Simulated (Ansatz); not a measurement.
`OBN([SiH3])[SiH3]` + `[OH][Al]([OH])[OH]` → `[OH][Al]([OH])[O][SiH3]` + `OBN[SiH3]`  (ligand exchange at the Si–N bond)

Calculated with Ansatz (gas phase, PBE0-D4/def2-TZVP geometries, no zero-point term in ΔE). CCSD(T)/CBS is the MP2 limit (def2-TZVPP, def2-QZVPP) plus CCSD(T) − MP2 in def2-TZVPP, frozen cores. This one scheme is used for every species. Functionals use def2-TZVPP. B3LYP here is the variant with VWN-RPA as its local correlation; programs differ in this. One conformer a species, not always the lowest.

CCSD(T)/CBS gives -58.3 kJ/mol.

Q: Another level gave -70.8 kJ/mol. Which?
A. B2PLYP/def2-TZVPP
B. PBE0-D4/def2-TZVPP
C. PBE0/def2-TZVPP
D. B3LYP/def2-TZVPP

A: D. B3LYP -70.8, PBE0 -60.5, PBE0-D4 -56.2, B2PLYP -66.2 kJ/mol.

Largest T1 diagnostic among the species: 0.012.

In def2-TZVPP, CCSD(T) changes the Hartree–Fock value by +24.6 kJ/mol (the triples alone add +3.9 kJ/mol) and MP2 by +26.3 kJ/mol. The D4 term adds +8.1 kJ/mol with B3LYP and +4.2 kJ/mol with PBE0; it sums over pairs of atoms, weighted by their polarisabilities, and B3LYP, whose exchange is more repulsive, gets the larger term.
